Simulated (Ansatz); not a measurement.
Molecular dynamics of Tc$_{12}$N

Input:

```yaml
crystal:
  lattice:
    - [5.48, 0.0, 0.0]
    - [-4.11, 7.118729, 0.0]
    - [0.0, 0.0, 4.39496]
  atoms:
    - { symbol: Tc, position: [0.03026371, 0.00766874, -0.03012783] }
    - { symbol: Tc, position: [0.1738587, 0.23769986, 0.47381754] }
    - { symbol: Tc, position: [-0.01089673, 0.32773411, -0.01554714] }
    - { symbol: Tc, position: [0.14990993, 0.55578277, 0.52600752] }
    - { symbol: Tc, position: [0.00321954, 0.67260901, 0.05457857] }
    - { symbol: Tc, position: [0.17109971, 0.89137437, 0.49663355] }
    - { symbol: Tc, position: [0.49170295, 0.00135425, 0.01631197] }
    - { symbol: Tc, position: [0.65739973, 0.22596773, 0.50035554] }
    - { symbol: Tc, position: [0.50682801, 0.34194811, -0.0260851] }
    - { symbol: Tc, position: [0.69065351, 0.57092134, 0.53157061] }
    - { symbol: Tc, position: [0.46602039, 0.63103757, 0.04925391] }
    - { symbol: Tc, position: [0.68617489, 0.88718249, 0.43186924] }
    - { symbol: "N", position: [0.64687473, 0.85836586, 0.84714787] }
basis:
  ecutwfc: 600.0
kpoints:
  mp_grid: { grid: [4, 3, 4] }
hamiltonian:
  xc: pbe
scf:
  occupations: { method: fermi_dirac, width: 0.1 }
  lower_state_search: "off"
md:
  timestep: 1.5
  n_steps: 300
  ensemble: nvt_nose_hoover
  temperature: 1260.0
  initial_velocities: maxwell_boltzmann
  seed: 258060
  nose_hoover: { tau: 50.0, chain_length: 3 }
```

Launched with:

```bash
$ ansatz run input.yaml --threads 4 --pin off --max-ram 10240MiB --backend cpu --events-out ev --progress --plain --runs-dir out
```

It goes on from the last frame of an earlier run, with new velocities.

Output, in part (step lines):

```
md step     0: t =     0.00 fs  T =  1260.0 K  F+E_penalty+E_count = -65158.47098081 eV  E_kin = 1.954411 eV  conserved = -65156.51656962 eV  (9 SCF iters)
md step     1: t =     1.50 fs  T =  1267.0 K  F+E_penalty+E_count = -65158.48190708 eV  E_kin = 1.965317 eV  conserved = -65156.51658805 eV  (6 SCF iters)
md step     2: t =     3.00 fs  T =  1267.8 K  F+E_penalty+E_count = -65158.48303270 eV  E_kin = 1.966439 eV  conserved = -65156.51657103 eV  (6 SCF iters)
md step     3: t =     4.50 fs  T =  1262.3 K  F+E_penalty+E_count = -65158.47461026 eV  E_kin = 1.958016 eV  conserved = -65156.51653228 eV  (6 SCF iters)
md step     4: t =     6.00 fs  T =  1251.1 K  F+E_penalty+E_count = -65158.45726843 eV  E_kin = 1.940676 eV  conserved = -65156.51648620 eV  (6 SCF iters)
md step     5: t =     7.50 fs  T =  1234.7 K  F+E_penalty+E_count = -65158.43178818 eV  E_kin = 1.915221 eV  conserved = -65156.51644317 eV  (3 SCF iters)
md step     6: t =     9.00 fs  T =  1213.6 K  F+E_penalty+E_count = -65158.39891857 eV  E_kin = 1.882439 eV  conserved = -65156.51640892 eV  (3 SCF iters)
md step     7: t =    10.50 fs  T =  1188.2 K  F+E_penalty+E_count = -65158.35927756 eV  E_kin = 1.843001 eV  conserved = -65156.51638340 eV  (3 SCF iters)
[... lines left out ...]
md step   298: t =   447.00 fs  T =  1612.1 K  F+E_penalty+E_count = -65157.23538555 eV  E_kin = 2.500579 eV  conserved = -65156.51606953 eV  (3 SCF iters)
md step   299: t =   448.50 fs  T =  1585.3 K  F+E_penalty+E_count = -65157.19238196 eV  E_kin = 2.458975 eV  conserved = -65156.51601875 eV  (3 SCF iters)
md step   300: t =   450.00 fs  T =  1550.5 K  F+E_penalty+E_count = -65157.13813760 eV  E_kin = 2.404985 eV  conserved = -65156.51592863 eV  (6 SCF iters)
```

The steps, from the saved trajectory:

| time (fs) | T (K) | potential energy less start (eV) | conserved less start (meV/atom) |
| --- | --- | --- | --- |
| 0 | 1260 | 0.000 | 0.00 |
| 15 | 1089 | 0.267 | 0.02 |
| 30 | 668 | 0.959 | 0.08 |
| 45 | 676 | 1.065 | 0.07 |
| 60 | 1166 | 0.616 | 0.04 |
| 75 | 1525 | 0.482 | 0.04 |
| 90 | 1210 | 1.185 | 0.07 |
| 105 | 886 | 1.780 | 0.13 |
| 120 | 1335 | 1.206 | 0.05 |
| 135 | 1632 | 0.854 | 0.09 |
| 150 | 1500 | 1.044 | 0.07 |
| 165 | 1068 | 1.644 | 0.12 |
| 180 | 1065 | 1.627 | 0.13 |
| 195 | 1497 | 0.971 | 0.06 |
| 210 | 1556 | 0.827 | 0.06 |
| 225 | 1214 | 1.198 | 0.06 |
| 240 | 853 | 1.607 | 0.14 |
| 255 | 1115 | 1.079 | 0.08 |
| 270 | 1445 | 0.369 | 0.03 |
| 285 | 1156 | 0.490 | 0.04 |
| 300 | 668 | 1.006 | 0.06 |
| 315 | 576 | 1.063 | 0.07 |
| 330 | 894 | 0.568 | 0.04 |
| 345 | 1182 | 0.209 | 0.02 |
| 360 | 1163 | 0.388 | 0.05 |
| 375 | 1076 | 0.734 | 0.06 |
| 390 | 1096 | 1.021 | 0.07 |
| 405 | 1108 | 1.408 | 0.10 |
| 420 | 1180 | 1.627 | 0.12 |
| 435 | 1513 | 1.322 | 0.08 |
| 450 | 1550 | 1.333 | 0.05 |

All steps were run. The conserved energy stayed within 0.15 meV per atom of its start (net change 0.049 meV per atom), so the integration is sound. The mean temperature of the second half is 13 % below the set value. A run of 0.45 ps of so small a system gives no equilibrium averages. Limits of this set-up: coarse k mesh, odd electron count without spin, a small cell, in which the defect meets its images.

Mean squared displacements from the first frame to the last, about the centre of mass: Tc 0.06 Å², N 0.14 Å².

Last frame:

```xyz
13
Lattice="5.4800 0.0000 0.0000 -4.1100 7.1187 0.0000 0.0000 0.0000 4.3950" Properties=species:S:1:pos:R:3
Tc 0.097 0.132 0.206
Tc -0.055 1.363 2.249
Tc -1.318 2.353 -0.077
Tc -1.402 4.042 2.151
Tc -2.698 4.698 0.066
Tc -2.783 6.423 2.354
Tc 2.536 0.148 0.129
Tc 2.803 1.706 2.163
Tc 1.434 2.433 -0.113
Tc 1.516 3.957 2.432
Tc 0.007 4.574 -0.225
Tc -0.110 6.215 1.888
N -0.077 6.468 3.725
```

The run took 20 min on 4 threads of AMD EPYC 9R45 96-Core Processor (Zen 5), on a shared host, peak memory 1.9 GiB.
